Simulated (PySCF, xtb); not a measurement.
Sn(H)2(F)(vinyl) (C2H5FSn), SMILES C=[CH][SnH2][F].

GFN2-xTB (xtb 6.7.1) at its own geometry gives an orbital gap of 4.67 eV and a dipole moment of 4.52 D.

Coordinates come from a PBE0-D3(BJ)/def2-SVP optimisation. The def2 effective core potentials stand for the cores of Sn; spin–orbit coupling is left out. Other conformers were not sampled.

**Question.** What does PBE/def2-TZVP (PySCF) give? (An estimate is asked for; the answer gives what the named calculation found.)

**Answer.** gap 5.26 eV (levels -7.30 and -2.05 eV), dipole 3.01 D.
